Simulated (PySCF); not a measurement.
A side-by-side comparison of computed properties.

First species: C₉H₉P.
InChI=1S/C9H9P/c1-4-9-8(3)5-7(2)6-10-9/h1,5-6H,2-3H3

Second species: GeH6OSi.
InChI=1S/GeH6OSi/c1-2-3/h1,3H3

Levels: B3LYP/def2-SVPD for dipole moment, HOMO energy, LUMO energy, HOMO–LUMO gap, static isotropic polarisability and electronic spatial extent ⟨r²⟩ about the centre of nuclear charge; TDDFT B3LYP/def2-SVPD for lowest singlet excitation; TDA B3LYP/def2-SVPD for lowest triplet excitation (Tamm–Dancoff); ΔSCF B3LYP/def2-SVPD for vertical ionisation energy; PBE0-D3(BJ)/def2-SVP for rotational constant A and rotational constant C. Geometries: PBE0-D3(BJ)/def2-SVP. Each structure is a single optimised conformer of the isolated species, non-relativistic unless stated; the electronic structure was computed with PySCF and density fitting.

| property | column X | column Y |
| --- | --- | --- |
| dipole moment | 2.29 D | 1.20 D |
| HOMO energy | -6.45 eV | -8.18 eV |
| LUMO energy | -1.89 eV | -0.59 eV |
| HOMO–LUMO gap | 4.56 eV | 7.59 eV |
| lowest singlet excitation | 4.11 eV | 6.48 eV |
| lowest triplet excitation (Tamm–Dancoff) | 2.85 eV | 6.17 eV |
| static isotropic polarisability | 138.0 au | 62.5 au |
| vertical ionisation energy | 8.22 eV | 10.37 eV |
| electronic spatial extent ⟨r²⟩ about the centre of nuclear charge | 1791 bohr² | 609 bohr² |
| rotational constant A | 2.059 GHz | 29.339 GHz |
| rotational constant C | 0.626 GHz | 1.971 GHz |

Problem. Which column belongs to which species?

Solution. Column X is the first species and column Y the second. The first has 19 atoms and 78 electrons, the second 9 and 60.

Problem. How does each property change from the first species to the second?

Solution. dipole moment -1.09 D; HOMO energy -1.73 eV; LUMO energy +1.30 eV; HOMO–LUMO gap +3.03 eV; lowest singlet excitation +2.37 eV; lowest triplet excitation (Tamm–Dancoff) +3.32 eV; static isotropic polarisability -75.5 au; vertical ionisation energy +2.15 eV; electronic spatial extent ⟨r²⟩ about the centre of nuclear charge -1182 bohr²; rotational constant A +27.280 GHz; rotational constant C +1.345 GHz.

On the first: The polarisability is 20.46 Å³ as a volume (1 au = 0.148185 Å³), or 1.77 au for each of the 78 electrons. The 10 singlets span 4.11 to 6.11 eV, and their oscillator strengths add up to 0.81.

On the second: In atomic units the dipole is 0.47 e·bohr (1 au = 2.5417 D). S1 lies 1.11 eV below the HOMO–LUMO gap; its leading configuration is HOMO→LUMO, weight 0.99. Relativistic effects, spin–orbit coupling among them, are left out although an element past zinc is present.
